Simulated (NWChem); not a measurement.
Molecule: AlHOBrCl; SMILES [OH][Al]([Cl])[Br]

```xyz
5

Al     0.4337    -0.6134     0.0000
Cl    -0.9659    -2.1714     0.0000
Br    -0.2474     1.5355     0.0000
O      2.0803    -1.0563     0.0000
H      2.7976    -0.4025     0.0000
```
Atoms are numbered in this order, from 1.

Results from NWChem. All runs use the structure optimised with PBE-D3(BJ)/def2-SVP. Vertical excitations in the gas phase; the lowest state need not have the same character in each row.

### Question
Order these by “lowest excitation, singlet (eV)”, lowest first: PBE/def2-SVP, full TDDFT; PBE0/def2-SVP, full TDDFT; B3LYP/def2-SVP, full TDDFT.

### Answer
PBE/def2-SVP, full TDDFT (5.62), B3LYP/def2-SVP, full TDDFT (6.09), PBE0/def2-SVP, full TDDFT (6.35)
